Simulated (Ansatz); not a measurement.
`CC(C)(C)S` + HBr → `CC(C)(C)Br` + H₂S at 700 K and 1 bar (substitution at a C–S bond).

Isolated molecules relaxed with PBE0-D4/def2-TZVP in Ansatz; ΔE leaves out vibrations. CCSD(T)/CBS is the MP2 limit (def2-TZVPP, def2-QZVPP) plus CCSD(T) − MP2 in def2-TZVPP, frozen cores. This one scheme is used for every species. For Br outer-core shells are correlated without core-valence functions, which leaves a few kJ/mol of doubt a bond. Scalar relativity is left out up to krypton. Each species was taken in one conformer, which may not be the lowest.

```json
{"species": "`CC(C)(C)S`", "CCSD(T)/CBS energy (Eh)": "-556.01974", "H − E (kJ/mol)": "433.3", "S (J/(mol·K))": "476.0"}
{"species": "HBr", "CCSD(T)/CBS energy (Eh)": "-2573.91920", "H − E (kJ/mol)": "36.5", "S (J/(mol·K))": "223.7"}
{"species": "`CC(C)(C)Br`", "CCSD(T)/CBS energy (Eh)": "-2730.96967", "H − E (kJ/mol)": "403.8", "S (J/(mol·K))": "458.5"}
{"species": "H₂S", "CCSD(T)/CBS energy (Eh)": "-398.97279", "H − E (kJ/mol)": "64.8", "S (J/(mol·K))": "236.9"}
```

H − E and S are ideal-gas, rigid-rotor, harmonic terms from PBE0-D4/def2-TZVP, for one conformer and one mirror image of each species. 1 Eh = 2625.50 kJ/mol, R = 8.31446 J/(mol·K).

Q: By hand: ΔE, ΔH, ΔS and ΔG.

A: ΔE = (-2730.96967) + (-398.97279) − (-556.01974) − (-2573.91920) = -0.00352 Eh = -9.2 kJ/mol. Δ(H − E) = 403.8 + 64.8 − 433.3 − 36.5 = -1.2, so ΔH = -10.4 kJ/mol. ΔS = 458.5 + 236.9 − 476.0 − 223.7 = -4.3 J/(mol·K). ΔG = -10.4 − 700 × (-4.3)/1000 = -7.4 kJ/mol.

Q: By hand: the equilibrium constant, and the temperature at which ΔG would vanish if ΔH and ΔS stayed fixed.

A: log₁₀ K = −ΔG/(RT ln 10) = 0.6. ΔG = 0 at ΔH/ΔS = 2419 K, though so small a ΔS makes that figure unsure.

The number of gas molecules stays the same, so ΔS is small and ΔH decides. A doubt of 5 kJ/mol in ΔE shifts log₁₀ K by 0.4 here. Other conformers and mirror images would add mixing entropy, several J/(mol·K) or more a flexible species. These are equilibria of isolated gas molecules and say nothing of rates. Largest T1 diagnostic: 0.009 (customary marks: 0.02 for closed shells, 0.045 for open ones).
